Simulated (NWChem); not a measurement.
C3H6BN; SMILES NB1C=CC1

```xyz
11

N      0.0340    -1.9168    -0.0005
B      0.0406    -0.5257     0.0008
C      1.1185     0.6026     0.0007
C      0.1114     1.5060    -0.0009
C     -1.1124     0.6047     0.0005
H     -0.8182    -2.4610    -0.0010
H      0.8789    -2.4725    -0.0009
H      2.1973     0.7792     0.0006
H      0.1461     2.6064    -0.0029
H     -1.7545     0.6927     0.8943
H     -1.7560     0.6912    -0.8924
```
Atoms are numbered in this order, from 1.

All runs: NWChem. All runs use the structure optimised with PBE0/def2-SVP. Vzz is the largest principal value of the second derivative of the potential at the nucleus (NWChem prints the opposite sign); η is the asymmetry. Non-relativistic.

| level | Vzz N1 (a.u.) | η N1 | Vzz B2 (a.u.) | η B2 | relative time |
|---|---|---|---|---|---|
| PBE0/cc-pVTZ | -0.611 | 0.67 | 0.369 | 0.02 | 5 |
| PBE0/def2-TZVP | -0.605 | 0.69 | 0.374 | 0.02 | 3 |
| PBE/def2-SVP | -0.635 | 0.64 | 0.321 | 0.09 | 1 |
| PBE/def2-TZVP | -0.579 | 0.71 | 0.357 | 0.03 | 3 |

Times are rough ratios from one shared machine.
